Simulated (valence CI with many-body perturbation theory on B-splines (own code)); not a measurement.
# Dy XXXVI: electric-dipole lines

Method: configuration interaction combined with many-body perturbation theory (CI+MBPT): three valence electrons over a frozen Dirac-Fock core [Ar] 3d10, radial functions for each j: 11 s, 11 p, 9 d, 7 f, 5 g, 2 h, 1 i, with the one-electron correlation potential Σ1, the two-electron term Σ2, the three-electron term Σ3, Breit, model QED; selected CI, second order for the rest (own B-spline code, finite nucleus).

No measured spectrum was set against this ion. As an estimate, large intervals hold to a few tenths of a per cent, small ones and those within an open d or f shell to about a per cent.

Lines 151 to 200 of 276 in falling wavelength, among levels below 3440.0 × 10³ cm⁻¹, chosen from the strongest by gf and those to the six lowest levels. Wavelengths and rates use the calculated energies. Electric multipoles are in the length gauge, E1 and E2 with the static RPA response of the core. Weak lines are less certain than strong ones. Lines between different terms over intervals too small for the method are left out, as are lines whose strength nearly cancels. Where a level lies close to another of its J and parity, the split of strength between their lines is uncertain. The highest levels of a list are the least certain.

Levels are named by their leading jj configuration (3d3/2^4 stands for four electrons in 3d with j = 3/2), which in mixed levels can hold well under half, so a name can repeat and another be missing. Letters in brackets count levels of one name in rising energy.

```tsv
λ vac (nm)	Upper	Lower	A (s⁻¹)	log gf	Branch %
8.535	(4s 4p1/2 4d5/2) J=3/2	(4s 4p1/2 4p3/2) J=3/2 [b]	1.14e+11	-0.30	19.7
8.515	(4s 4p1/2 4f5/2) J=7/2	(4s 4p1/2 4d5/2) J=5/2 [a]	5.78e+10	-0.30	19.3
8.515	(4p1/2 4p3/2 4d5/2) J=5/2 [c]	(4p1/2 4p3/2^2) J=3/2	1.31e+11	-0.07	38.1
8.507	(4s^2 4d5/2) J=5/2	(4s^2 4p3/2) J=3/2	3.69e+11	0.38	100.0
8.474	(4s 4p1/2 4f5/2) J=3/2	(4s 4p1/2 4d3/2) J=3/2 [b]	3.66e+10	-0.80	13.7
8.466	(4s^2 4f7/2) J=7/2	(4s^2 4d5/2) J=5/2	5.77e+11	0.70	97.2
8.459	(4s 4p1/2 4d5/2) J=5/2 [b]	(4s 4p1/2 4p3/2) J=3/2 [a]	1.52e+11	-0.01	51.8
8.457	(4s^2 4f5/2) J=5/2	(4s^2 4d5/2) J=5/2	1.58e+11	0.01	21.3
8.430	(4s 4p1/2 4f5/2) J=5/2	(4s 4p1/2 4d3/2) J=3/2 [b]	1.46e+11	-0.03	47.9
8.425	(4s 4p1/2 4f7/2) J=5/2	(4s 4p1/2 4d5/2) J=5/2 [c]	7.04e+10	-0.35	11.0
8.421	(4s 4p1/2 4f5/2) J=3/2	(4s 4p1/2 4d3/2) J=1/2	1.07e+11	-0.34	40.0
8.363	(4s^2 4f5/2) J=5/2	(4s 4p3/2^2) J=3/2	4.11e+11	0.41	55.3
8.340	(4s 4p3/2 4d5/2) J=7/2 [a]	(4s 4p3/2^2) J=5/2	2.51e+11	0.32	81.6
8.338	(4p3/2^3) J=3/2	(4s 4p3/2^2) J=1/2	1.72e+11	-0.14	19.5
8.274	(4s 4p3/2 4d5/2) J=7/2 [b]	(4s 4p3/2^2) J=5/2	1.13e+11	-0.03	51.0
8.242	(4s 4p1/2 4f7/2) J=7/2 [a]	(4s 4p1/2 4d5/2) J=5/2 [a]	3.08e+10	-0.60	8.6
8.190	(4s 4p1/2 4d5/2) J=5/2 [c]	(4s 4p1/2 4p3/2) J=5/2	6.69e+09	-1.39	2.2
8.175	(4p1/2 4p3/2 4d5/2) J=7/2 [b]	(4s 4p1/2 4d3/2) J=5/2	7.24e+10	-0.24	29.9
8.107	(4s 4p3/2 4d5/2) J=5/2 [b]	(4s^2 4d3/2) J=3/2	5.01e+11	0.47	65.7
8.100	(4p1/2 4p3/2^2) J=1/2	(4s 4p1/2 4p3/2) J=3/2 [a]	6.63e+09	-1.88	2.2
8.027	(4p1/2 4p3/2 4d5/2) J=5/2 [c]	(4s 4p1/2 4d3/2) J=5/2	2.53e+10	-0.83	7.3
8.016	(4p1/2 4p3/2 4d5/2) J=5/2 [a]	(4s 4p1/2 4d3/2) J=3/2 [a]	9.03e+10	-0.28	29.3
7.987	(4s 4p1/2 4d5/2) J=3/2	(4s 4p1/2 4p3/2) J=5/2	2.20e+08	-3.07	0.0
7.946	(4s 4p1/2 4f5/2) J=7/2	(4s 4p1/2 4d3/2) J=5/2	2.08e+11	0.20	69.5
7.871	(4p1/2 4p3/2 4d5/2) J=5/2 [b]	(4s 4p1/2 4d3/2) J=3/2 [a]	1.49e+11	-0.08	35.7
7.838	(4s 4p1/2 4d5/2) J=5/2 [c]	(4s 4p1/2 4p3/2) J=3/2 [a]	2.14e+08	-2.93	0.1
7.800	(4p1/2 4p3/2 4d5/2) J=5/2 [c]	(4s 4p1/2 4d3/2) J=3/2 [a]	6.92e+10	-0.42	20.1
7.758	(4s 4p1/2 4f5/2) J=5/2	(4s 4p1/2 4d3/2) J=5/2	8.36e+10	-0.34	27.4
7.708	(4s 4p1/2 4f7/2) J=7/2 [a]	(4s 4p1/2 4d3/2) J=5/2	2.91e+10	-0.68	8.1
7.670	(4s^2 4f5/2) J=5/2	(4s^2 4d3/2) J=3/2	1.36e+11	-0.14	18.3
7.653	(4s 4p1/2 4d5/2) J=3/2	(4s 4p1/2 4p3/2) J=3/2 [a]	3.06e+10	-0.97	5.3
7.581	(4s 4p1/2 4f5/2) J=3/2	(4s 4p1/2 4d3/2) J=3/2 [a]	9.01e+10	-0.51	33.7
7.344	(4s 4p1/2 4d3/2) J=3/2 [a]	(4s 4p1/2^2) J=1/2	1.54e+10	-1.30	46.4
7.320	(4s 4p3/2 4d3/2) J=3/2 [a]	(4s 4p1/2 4p3/2) J=3/2 [b]	1.24e+09	-2.40	0.3
7.317	(4s 4p3/2 4d3/2) J=5/2 [a]	(4s 4p1/2 4p3/2) J=3/2 [b]	5.06e+08	-2.61	0.1
7.310	(4s 4p3/2 4d3/2) J=1/2 [a]	(4s 4p1/2 4p3/2) J=3/2 [b]	9.47e+09	-1.82	2.0
7.258	(4s 4p1/2 4f7/2) J=7/2 [b]	(4s 4p1/2 4d3/2) J=5/2	4.51e+10	-0.55	12.2
7.093	(4s 4p1/2 4f7/2) J=5/2	(4s 4p1/2 4d3/2) J=5/2	2.70e+10	-0.91	4.2
7.012	(4s 4p3/2 4d5/2) J=3/2 [a]	(4s 4p1/2 4p3/2) J=3/2 [b]	2.56e+09	-2.12	1.3
6.994	(4s 4p3/2 4d3/2) J=3/2 [b]	(4s 4p1/2 4p3/2) J=1/2	2.97e+11	-0.06	42.2
6.913	(4s 4p3/2 4d3/2) J=3/2 [a]	(4s 4p1/2 4p3/2) J=5/2	9.12e+10	-0.58	18.5
6.911	(4s 4p3/2 4d3/2) J=5/2 [a]	(4s 4p1/2 4p3/2) J=5/2	3.26e+11	0.15	57.7
6.882	(4s 4p3/2 4d3/2) J=3/2 [b]	(4s 4p1/2 4p3/2) J=3/2 [b]	2.26e+11	-0.19	32.2
6.855	(4p1/2 4p3/2 4d3/2) J=5/2 [b]	(4p1/2^2 4p3/2) J=3/2	4.98e+11	0.32	83.0
6.849	(4s 4p3/2 4d3/2) J=7/2	(4s 4p1/2 4p3/2) J=5/2	4.55e+11	0.41	97.1
6.827	(4s 4p3/2 4d5/2) J=5/2 [a]	(4s 4p1/2 4p3/2) J=3/2 [b]	1.01e+10	-1.37	3.8
6.806	(4s 4p3/2 4d3/2) J=5/2 [b]	(4s 4p1/2 4p3/2) J=3/2 [b]	3.78e+11	0.20	80.9
6.805	(4p1/2 4p3/2^2) J=3/2	(4s 4p1/2^2) J=1/2	2.08e+11	-0.24	57.5
6.800	(4p1/2 4p3/2 4d3/2) J=3/2 [b]	(4p1/2^2 4p3/2) J=3/2	4.79e+11	0.12	75.6
6.748	(4s^2 4d3/2) J=3/2	(4s^2 4p1/2) J=1/2	5.47e+11	0.17	97.2
```
